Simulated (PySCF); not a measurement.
GaH, neutral, multiplicity 1.

```xyz
2

Ga     0.0000     0.0000    -0.0528
H      0.0000     0.0000     1.6358
```

Geometry: B3LYP-D3(BJ)/def2-TZVPD.

All values below come from HF/pcSseg-2 run with PySCF. Non-relativistic, no solvent.

**Question.** Give the absolute GIAO shielding of each atom: isotropic value and principal components (ppm). (The exact figures need the calculation; the answer reports its results.)

**Answer.** 
```json
[
 {"atom": "Ga1", "σ(iso)": "1062.9", "σ11": "276.1", "σ22": "276.1", "σ33": "2636.6", "span": "2360.6"},
 {"atom": "H2", "σ(iso)": "22.5", "σ11": "14.9", "σ22": "14.9", "σ33": "37.9", "span": "23.0"}
]
```
